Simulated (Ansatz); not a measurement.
Energy difference R1 → 2 P1, each structure at its B3LYP-D3(BJ)/def2-TZVP stationary point, reached from a drawn start (curvature not checked).
R1: Cl2 (SMILES ClCl), charge 0, multiplicity 1.
P1: Cl atom, charge 0, multiplicity 2.

P less R. No zero-point or thermal terms; singlets are restricted closed shells; open shells are unrestricted; no spin–orbit coupling.

Cores are frozen in the correlated methods.

The values were computed with Ansatz (a quantum-chemistry and plane-wave program) with Gaussian orbitals. No computed number here is a measurement.

Task: One of these levels gives 198.0 kJ/mol for the reaction energy. Which?
A) PBE/def2-TZVPP
B) revPBE/def2-TZVPP
C) BHLYP/def2-TZVPP
D) CCSD/cc-pV(D+d)Z

Result: C, BHLYP/def2-TZVPP. The others give 274.2 (PBE/def2-TZVPP), 252.2 (revPBE/def2-TZVPP), 170.2 (CCSD/cc-pV(D+d)Z)
